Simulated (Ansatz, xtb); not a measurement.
## Ranking isomers of C4H4FNO

8 gas-phase structures of C4H4FNO, from a drawn sample of its isomers (lower ones may exist). Each was relaxed with GFN2-xTB:

A. `N#C[C@@H]1OC[C@@H]1F`, a singlet
B. `N#CC1(F)COC1`, a singlet
C. `N#C[C@@H]1OC[C@H]1F`, a singlet
D. `N#C[C@@H]1C[C@@H](F)O1`, a singlet
E. `N#C[C@@H]1C[C@H](F)O1`, a singlet
F. `N#C[C@@H]1CO[C@H]1F`, a singlet
G. `N#C[C@@]1(F)CCO1`, a singlet
H. `N#C[C@@H]1CO[C@@H]1F`, a singlet

Task: Estimate their order in r2SCAN-D4/def2-SVP energy at these geometries, lowest first.

Result: Calculated order at r2SCAN-D4/def2-SVP: F (0.000), H (0.005), D (0.023), E (0.034), G (0.129), A (0.498), C (0.501), B (0.585) eV. Less than 1 kcal/mol parts F and H; H and D; D and E; A and C, so the order within those pairs means little.

Energies above the lowest of each column, in eV; the last columns are at PBE0-D3(BJ)/def2-SVP geometries and were run for some of them only (a dash: not run or not comparable):

```json
{"structure": "F", "GFN2-xTB": "0.000", "HF/STO-3G": "0.028", "r2SCAN-D4/def2-SVP": "0.000", "PBE0-D3(BJ)/def2-SVP": "0.000", "CCSD(T)/def2-SVP + ΔMP2/def2-TZVPP": "0.000"}
{"structure": "H", "GFN2-xTB": "0.076", "HF/STO-3G": "0.038", "r2SCAN-D4/def2-SVP": "0.005", "PBE0-D3(BJ)/def2-SVP": "0.012", "CCSD(T)/def2-SVP + ΔMP2/def2-TZVPP": "0.026"}
{"structure": "D", "GFN2-xTB": "0.047", "HF/STO-3G": "0.000", "r2SCAN-D4/def2-SVP": "0.023", "PBE0-D3(BJ)/def2-SVP": "0.034", "CCSD(T)/def2-SVP + ΔMP2/def2-TZVPP": "0.012"}
{"structure": "E", "GFN2-xTB": "0.069", "HF/STO-3G": "0.002", "r2SCAN-D4/def2-SVP": "0.034", "PBE0-D3(BJ)/def2-SVP": "0.045", "CCSD(T)/def2-SVP + ΔMP2/def2-TZVPP": "0.024"}
{"structure": "G", "GFN2-xTB": "0.220", "HF/STO-3G": "0.027", "r2SCAN-D4/def2-SVP": "0.129", "PBE0-D3(BJ)/def2-SVP": "0.152", "CCSD(T)/def2-SVP + ΔMP2/def2-TZVPP": "0.138"}
{"structure": "A", "GFN2-xTB": "0.367", "HF/STO-3G": "0.262", "r2SCAN-D4/def2-SVP": "0.498", "PBE0-D3(BJ)/def2-SVP": "0.500", "CCSD(T)/def2-SVP + ΔMP2/def2-TZVPP": "0.481"}
{"structure": "C", "GFN2-xTB": "0.300", "HF/STO-3G": "0.239", "r2SCAN-D4/def2-SVP": "0.501", "PBE0-D3(BJ)/def2-SVP": "–", "CCSD(T)/def2-SVP + ΔMP2/def2-TZVPP": "–"}
{"structure": "B", "GFN2-xTB": "0.401", "HF/STO-3G": "0.311", "r2SCAN-D4/def2-SVP": "0.585", "PBE0-D3(BJ)/def2-SVP": "–", "CCSD(T)/def2-SVP + ΔMP2/def2-TZVPP": "–"}
```

CCSD(T)/def2-SVP + ΔMP2/def2-TZVPP has D and E and F and H within 1 kcal/mol of each other at the bottom, and every level picks one of them. CCSD(T)/def2-SVP + ΔMP2/def2-TZVPP orders those it was run on as F (0.000), D (0.012), E (0.024), H (0.026), G (0.138), A (0.481) eV. Less than 1 kcal/mol parts F and D; D and E; E and H, so the order within those pairs means little. Frequencies (GFN2-xTB) were run for A, D, E, F, G, H alone. ΔMP2 is the change of the MP2 energy from the smaller to the larger basis.

Over these structures GFN2-xTB departs from r2SCAN-D4/def2-SVP by 0.101 eV on average once a common shift is removed. A GFN2-xTB relaxation took about 0.075 s and the r2SCAN-D4/def2-SVP energy about 1.5 s on a shared host (Ansatz 0.2.0, xtb 6.7.1).
